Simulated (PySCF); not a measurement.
Calculation: PySCF 2.14.0 with PBE-D3(BJ)/def2-TZVP // PBE0-D3(BJ)/def2-TZVP. Gas-phase values, no solvent. 

Reference species (SMILES): `Br` (neutral, multiplicity 1).

| Quantity | Value |
|---|---|
| HOMO–LUMO gap | 6.28 eV |
| HOMO | -7.41 eV |

Changed species: `[InH3]`.

Q: What does the change do to the HOMO–LUMO gap and HOMO?

A: the HOMO–LUMO gap drops by 1.93 eV, to 4.35 eV; the HOMO increases by 0.41 eV, to -7.00 eV.
